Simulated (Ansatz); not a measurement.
Relaxation of GaH₆OP (9 atoms, charge 0, multiplicity 1), to a largest force component of 0.03 eV/Å in at most 50 steps.

Level of theory: Ansatz 0.2.0, RKS B3LYP-D4/def2-SVP.

```xyz
9
Properties=species:S:1:pos:R:3
Ga -0.307 1.686 -0.752
O 1.260 0.708 -0.873
H -1.357 1.460 -1.895
H -0.328 2.643 0.476
H 0.620 -0.936 0.567
P -0.588 -1.345 1.146
H 1.314 0.172 -1.675
H -0.034 -1.723 2.403
H -0.581 -2.664 0.603
```

Problem. Where does it end, and by what steps?

Solution. It converged. The force dipped under the threshold on the way, but the program's further checks kept it going. After 23 steps the energy has fallen by 0.306 eV; H8 moved furthest, 1.20 Å. Joined: Ga1–P6.

```json
{"step": "0", "energy less start (eV)": "0.0000", "largest force component (eV/Å)": "0.685", "accepted": "yes"}
{"step": "1", "energy less start (eV)": "-0.0375", "largest force component (eV/Å)": "0.601", "accepted": "yes"}
{"step": "2", "energy less start (eV)": "-0.0674", "largest force component (eV/Å)": "0.406", "accepted": "yes"}
{"step": "3", "energy less start (eV)": "-0.0911", "largest force component (eV/Å)": "0.911", "accepted": "yes"}
{"step": "4", "energy less start (eV)": "-0.1495", "largest force component (eV/Å)": "0.988", "accepted": "yes"}
{"step": "5", "energy less start (eV)": "-0.2265", "largest force component (eV/Å)": "0.668", "accepted": "yes"}
{"step": "6", "energy less start (eV)": "-0.2684", "largest force component (eV/Å)": "0.404", "accepted": "yes"}
{"step": "7", "energy less start (eV)": "-0.2291", "largest force component (eV/Å)": "1.033", "accepted": "no"}
{"step": "8", "energy less start (eV)": "-0.2825", "largest force component (eV/Å)": "0.099", "accepted": "yes"}
{"step": "9", "energy less start (eV)": "-0.2867", "largest force component (eV/Å)": "0.060", "accepted": "yes"}
{"step": "10", "energy less start (eV)": "-0.2884", "largest force component (eV/Å)": "0.131", "accepted": "yes"}
{"step": "11", "energy less start (eV)": "-0.2896", "largest force component (eV/Å)": "0.110", "accepted": "yes"}
{"step": "12", "energy less start (eV)": "-0.2929", "largest force component (eV/Å)": "0.013", "accepted": "yes"}
{"step": "13", "energy less start (eV)": "-0.2917", "largest force component (eV/Å)": "0.280", "accepted": "no"}
{"step": "14", "energy less start (eV)": "-0.2957", "largest force component (eV/Å)": "0.062", "accepted": "yes"}
{"step": "15", "energy less start (eV)": "-0.2973", "largest force component (eV/Å)": "0.146", "accepted": "yes"}
{"step": "16", "energy less start (eV)": "-0.2987", "largest force component (eV/Å)": "0.136", "accepted": "yes"}
{"step": "17", "energy less start (eV)": "-0.3012", "largest force component (eV/Å)": "0.181", "accepted": "yes"}
{"step": "18", "energy less start (eV)": "-0.3020", "largest force component (eV/Å)": "0.199", "accepted": "yes"}
{"step": "19", "energy less start (eV)": "-0.3033", "largest force component (eV/Å)": "0.124", "accepted": "yes"}
{"step": "20", "energy less start (eV)": "-0.3048", "largest force component (eV/Å)": "0.018", "accepted": "yes"}
{"step": "21", "energy less start (eV)": "-0.3052", "largest force component (eV/Å)": "0.025", "accepted": "yes"}
{"step": "22", "energy less start (eV)": "-0.3053", "largest force component (eV/Å)": "0.097", "accepted": "yes"}
{"step": "23", "energy less start (eV)": "-0.3058", "largest force component (eV/Å)": "0.023", "accepted": "yes"}
```

```xyz
9
Properties=species:S:1:pos:R:3
Ga -0.228 1.309 -0.476
O 1.270 0.752 -1.349
H -1.603 1.194 -1.238
H 0.088 2.256 0.733
H 0.980 -1.226 1.587
P -0.249 -1.007 0.913
H 1.095 0.391 -2.227
H -1.116 -1.483 1.938
H -0.236 -2.186 0.120
```

Whether the end is a true minimum wasn't checked by a vibrational analysis.

Time of the run: 44 s on 2 threads of Arm Neoverse V2 (shared host), peak memory 0.19 GiB.
